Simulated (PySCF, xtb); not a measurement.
B(F)(Me)(SMe) (C2H6BFS), SMILES CSB(C)F.

xtb with GFN2-xTB at its own geometry gives an orbital gap of 4.40 eV and a dipole moment of 3.40 D.

Geometry: PBE0-D3(BJ)/def2-SVP. One conformer was computed; it need not be the lowest.

### Question
What does PySCF with PBE/def2-TZVP give? (Estimate from the structure and the level; the computed values follow.)

### Answer
gap 5.15 eV (levels -6.21 and -1.07 eV), dipole 2.60 D.
